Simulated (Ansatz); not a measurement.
Saddle point of AlAsH6O2, closed shell (AlH₃O₂ ([OH][AlH][OH]) + AsH₃ → AlAsH₄O₂ ([OH][Al]([OH])[AsH2]) + H₂; bonds formed: H2–H5; dative contacts that become bonds: Al1–As6; bonds broken: Al1–H2, H5–As6), PBE0-D4/def2-TZVP structure:

Al1  (-0.696, 0.120, -0.292)
H2  (0.067, -0.848, -1.499)
O3  (-0.705, 1.763, -0.718)
O4  (-1.953, -0.830, 0.334)
H5  (0.976, -0.850, -0.846)
As6  (1.534, -0.283, 0.749)
H7  (-1.219, 2.135, -1.432)
H8  (-2.531, -0.556, 1.044)
H9  (2.672, 0.683, 0.892)
H10  (1.856, -1.334, 1.768)
(Å)

Energies are electronic, without zero-point energy. Barriers and step energies count from the start structure reached by relaxing down the imaginary mode; all methods use the PBE0-D4 structures, on which another method's saddle can fall below an end. Ansatz 0.2.0; basis: def2-TZVPP, with def2-QZVPP for the basis limit; cores frozen in the correlated methods. Filled d shells of the heavier atoms are correlated. The def2 sets are not built for correlating such inner shells, so the correlated values are less sure here. B3LYP uses VWN-RPA correlation. Extrapolation: Hartree–Fock as exp(−7.88 √X), correlation as X^−2.97.

```csv
method,barrier (kcal/mol),step energy (kcal/mol)
SPW92,25.71,-1.45
PBE-D4,30.46,-3.55
BLYP-D4,34.15,-3.36
r2SCAN-D4,32.29,-2.95
B97M-V,35.94,1.68
PBE0-D4,?,-2.24
B3LYP-D4,36.60,-2.24
r2SCAN0-D4,35.01,-2.21
BHLYP-D4,41.04,-0.46
CAM-B3LYP-D4,?,-0.70
wB97X-V,?,-0.72
wB97M-V,38.96,-2.28
B2PLYP,37.89,-2.48
PBE-QIDH,37.15,-1.77
RPA on PBE,39.76,-1.32
HF,50.59,1.56
MP2,38.11,-3.29
CCSD,41.18,-1.18
CCSD(T),39.15,-1.94
```

Question: Fill in the withheld barriers. (An estimate is asked for; the value comes from the calculation.)

Answer: The calculation gives: CAM-B3LYP-D4 38.77; PBE0-D4 33.94; wB97X-V 39.68 kcal/mol. Each is the energy of the saddle less that of the start structure, by the same method.

For comparison, the barrier by CCSD(T) at an estimated basis limit (MP2 extrapolated from triple and quadruple zeta, plus CCSD(T) − MP2 in triple zeta) is 37.99 kcal/mol.

The T1 diagnostic stays at or below 0.013.

Labels in which every atom is bracketed show which atoms are joined, not bond orders.

For scale, one of the runs: CCSD(T)/def2-TZVPP, 236 basis functions, launched by `ansatz run in.yaml --threads 8 --pin off --events-out ev --progress --plain --max-ram 19148MiB`. Time: 87 s of wall clock on 8 CPU threads of an Arm Neoverse V1; the host was shared. Peak host memory: 4.3 GiB.
